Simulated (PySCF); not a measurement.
SiBrCl2, SMILES Cl[Si](Cl)Br, multiplicity 2.

Geometry: B3LYP-D3(BJ)/def2-SVP.

Two levels are set side by side: PBE/def2-TZVPD (PySCF) and PBE0/def2-TZVPD (PySCF). Same geometry, gas phase. Differences are taken from unrounded values.

```json
[
 {"quantity": "α-spin orbital gap (eV)", "PBE": "4.29"},
 {"quantity": "β-spin orbital gap (eV)", "PBE": "3.06"},
 {"quantity": "dipole moment (D)", "PBE": "0.54"},
 {"quantity": "mean polarisability (bohr³)", "PBE": "82.6"}
]
```

Question: These are the PBE values. What does PBE0 give? (The exact figures need the calculation; the answer reports its results.)

Answer: 
```
quantity                     PBE0  PBE minus PBE0
---------------------------  ----  --------------
α-spin orbital gap (eV)      6.33           -2.04
β-spin orbital gap (eV)      5.22           -2.15
dipole moment (D)            0.63           -0.10
mean polarisability (bohr³)  79.0             3.6
```

Loosely held outer electrons make PBE densities more polarisable. Differences between two approximate levels are no errors against the true value.

Rough cost on one machine, each run with all the roots and properties that it gave: PBE0 against PBE within a factor of 2.
